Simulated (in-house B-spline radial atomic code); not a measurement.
The numbers below are computed, except where a source is named.
## C6 from the polarisability at imaginary frequency: Ca III (Ca2+)

LDA VWN5 linear response of the closed shell [Ne] 3s2 3p6, from a B-spline radial code for spherical atoms; scalar-relativistic (spin-free one-electron X2C), finite nucleus, no spin-orbit coupling.

The dispersion coefficient of two like species is C6 = (3/π) ∫ α(iu)² du from 0 to ∞.

```csv
u (hartree),α(iu) (bohr³)
0,3.346
0.156,3.296
0.364,3.092
0.624,2.702
1.04,2.032
1.56,1.389
2.34,0.8323
3.64,0.4314
5.2,0.245
7.79,0.1281
13,0.05659
26,0.01825
```

(1) Fit one oscillator, α(iu) = α(0)/(1 + u²/ω²), through u = 1.56 and estimate C6.

(2) How does that compare with the full integral?

Results:

(1) From α(0)/α(iu) − 1 = 3.346/1.389 − 1 = 1.4089, ω = u/√1.4089 = 1.3143 hartree (35.8 eV). London's formula gives C6 = (3/4) α(0)² ω = 0.75 × 3.346² × 1.3143 = 11.04 hartree·bohr⁶, and the oscillator holds f = α(0) ω² = 5.78 electrons, of a sum of oscillator strengths of 17.9.

(2) The program's quadrature over all excitations gives C6 = 11.1, so the single oscillator is off by -0.5 %. At the last point the fit gives α = 0.00853 against 0.0182: higher excitations, and deeper shells where there are any, keep the true curve higher at large u.
